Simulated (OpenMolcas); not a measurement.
# Sc2+: moving or changing the point charges

Sc2+ among 4 point charges of -1 e arranged as a tetrahedron (Td), 2.02 Å from the ion.
```
   1.1662    1.1662    1.1662  -1.00
   1.1662   -1.1662   -1.1662  -1.00
  -1.1662    1.1662   -1.1662  -1.00
  -1.1662   -1.1662    1.1662  -1.00
```

```yaml
Program: OpenMolcas
Method: "SS-CASPT2, IPEA 0.25 Eh, imaginary shift 0.1 Eh (closed shells correlated: 3s 3p)"
Basis: ANO-RCC-VTZP [6s5p3d2f1g]
Scalar_Hamiltonian: DKH2, point nucleus
Active_space: 1 electron in 5 orbitals (3d)
State_averaging: 2S+1 = 2 even, 5 roots
Spin-orbit_coupling: state interaction with AMFI integrals over the reference wave functions
```

Runs around this geometry, states (labels of Td). Energies in cm-1 above the lowest state or level, χT in cm3 K/mol; 10Dq is the gap between the two states; 10Dq is negative for this site.

| R (Å) | q (e) | Ground state | First state of that spin | 10Dq | First gap with spin-orbit (degeneracies) | χT at 300 K |
| --- | --- | --- | --- | --- | --- | --- |
| 2.02 | -0.65 | 2E | 2T2 1660 | -1664 | 1640 (4, 4) | 0.495 |
| 2.02 | -1 | 2E | 2T2 1950 | -1951 | 1930 (4, 4) | 0.476 |
| 2.12 | -1 | 2E | 2T2 1760 | -1760 | 1740 (4, 4) | 0.488 |

Taking |10Dq| as R^-n, n = -ln(1760 / 1951) / ln(2.12 / 2.02) = 2.1 between the shortest and longest distance. The point-charge formula for a cubic d site gives n = 5.

Scaling the charges by -0.65 / -1 = 0.65 scales |10Dq| by 1664 / 1951 = 0.85; with fixed orbitals a first-order splitting would follow the charge.

Roots that are degenerate in the reference are averaged as groups; the widest CASPT2 spread within a group is 120 cm-1 (the 3-fold group of multiplicity 2 near 1660 cm-1 above the lowest state of its run, R = 2.02, q = -0.65). Shifts and gaps below about the spread of the groups concerned are not significant. An orbital doublet at a regular site is open to a Jahn-Teller distortion, which this geometry leaves out. The ground term spreads over less than 5000 cm-1, several times less than with real ligands, so orbital moments are less quenched and χT lies further from the spin-only value than at real sites. Free-ion shares, where given, are those of the reference states; single-state CASPT2 does not remix them. Point charges carry no covalency, so the field is a model and not that of real ligands. No measured value stands beside these numbers.
